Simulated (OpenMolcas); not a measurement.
N I: thermal populations, worked from levels

- Program: OpenMolcas 26.06
- Basis: ANO-R3 [4s4p2d1f]
- Scalar Hamiltonian: X2C, finite nucleus
- Active space: 3 electrons in 9 orbitals (RAS2 2p; RAS3 3s 3d, at most 1 electron)
- State averaging: 2S+1 = 4 odd, 1 root; 2S+1 = 2 odd, 8 roots; 2S+1 = 4 even, 3 roots; 2S+1 = 2 even, 8 roots
- Spin-orbit coupling: RASSI with atomic mean-field integrals over the reference wave functions, term energies averaged over their components

Methods: RASSCF; SS-RASPT2, IPEA 0.25 Eh, imaginary shift 0.1 Eh (closed shells correlated: 1s 2s). Measured levels: NIST Handbook of Basic Atomic Spectroscopic Data.

**Thermal populations.** Z = Σ (2J + 1) exp(-E/kT) with k = 0.695035 cm-1/K, over the levels below. No other level of either list lies under 83200 cm-1, which is above 7 kT at each temperature.

```
          Level  2J + 1  SS-RASPT2  measured
2s² 2p³ ⁴S°_3/2       4        0.0       0.0
2s² 2p³ ²D°_3/2       4      19730     19233
2s² 2p³ ²D°_5/2       6      19730     19224
2s² 2p³ ²P°_1/2       2      33160     28839
2s² 2p³ ²P°_3/2       4      33160     28839
```

```tsv
T (K)	Z, SS-RASPT2	Z, measured levels	Ground level (%), SS-RASPT2	Ground level (%), measured levels
8000	4.303	4.348	93.0	92.0
12000	5.052	5.186	79.2	77.1
```

At 12000 K, kT = 8340 cm-1, and the computed levels give Z = 4.000 + 0.376 + 0.563 + 0.038 + 0.075 = 5.052.

Term energies are means over components that CASPT2 splits; among the terms shown or strongly mixed into the levels shown the widest spread is 140 cm-1 (2s² 2p³ ²D°, SS-RASPT2). With the s shell closed, the reference lacks s² → p² mixing. Without dynamic correlation excited terms often stand tens of per cent too high (terms of higher spin than the ground term too low), and those without a measured partner can miss by more than the paired ones (holds for RASSCF). Computed and measured levels are paired by configuration, term and J; levels that our copy of the source lacks, or whose pairing is in doubt (as where it misses far off the trend of its configuration), stay unpaired and out of the deviations. Only configurations of the active space appear.

° marks odd parity.
